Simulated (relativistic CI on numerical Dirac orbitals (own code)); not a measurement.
# One change at a time: Pb⁵⁵⁺

Base calculation: Dirac-Coulomb-Breit CI, orbitals from a KLI potential per configuration, model QED, unscaled Slater integrals.

CI space (outside the closed core [Ne]): 3s2 3p6 3d9, 3s2 3p5 3d10, 3s 3p6 3d10, 3s2 3p6 3d8 4s, 3s2 3p6 3d8 4p, 3s2 3p4 3d10 4s, 3s2 3p6 3d8 4d, 3s2 3p4 3d10 4p, 3s2 3p5 3d9 4s, 3s2 3p6 3d8 4f, 3s2 3p4 3d10 4d, 3s2 3p5 3d9 4p, 3s 3p5 3d10 4s, 3s2 3p6 3d7 4s2, 3s 3p5 3d10 4p, 3s2 3p5 3d9 4d. Levels of other configurations are missing.

Variants: (1) Breit term removed. Shifts of the energy above 3s2 3p6 3d9 2D_5/2, in eV, for the lowest level and the first level of each name with at least 55 % of one term (blank where a level changes its place among those of its configuration and J or its character, or is not in the variant):

```tsv
Level	Base	Δ(1)
3s2 3p6 3d9 2D_5/2	0.00	0.00
3s2 3p6 3d9 2D_3/2	109.66	+2.06
3s2 3p5 3d10 2P°_3/2	550.85	+3.77
3s2 3p5 3d10 2P°_1/2	1067.36	+9.07
3s 3p6 3d10 2S_1/2	1351.34	+3.73
3s2 3p6 3d8 4s 4F_9/2	2093.95	+1.71
3s2 3p6 3d8 4s 2F_7/2	2097.51	+1.54
3s2 3p6 3d8 4s 4F_7/2	2202.76	+3.50
3s2 3p6 3d8 4s 4F_5/2	2203.71	+3.33
3s2 3p6 3d8 4s 2G_9/2	2219.63	+4.49
3s2 3p6 3d8 4s 2G_7/2	2220.46	+4.27
3s2 3p6 3d8 4s 2P_1/2	2222.33	+2.13
3s2 3p6 3d8 4p 2P°_1/2	2243.69	-2.34
3s2 3p6 3d8 4p 4G°_7/2	2317.99	+1.82
```

At this charge energies of transitions that change n are usually good to better than 1 %, and those within a shell (Δn = 0) to a few per cent.

Ionisation energy from the two ground configurations alone: base 5554.29 eV; Breit term removed 5559.12 eV. The NIST ASD value (theoretical) is 5555 eV.

LS names give the leading component of a level, which can be under half, so a name can repeat, a term be missing and a line seem to break the LS rules.
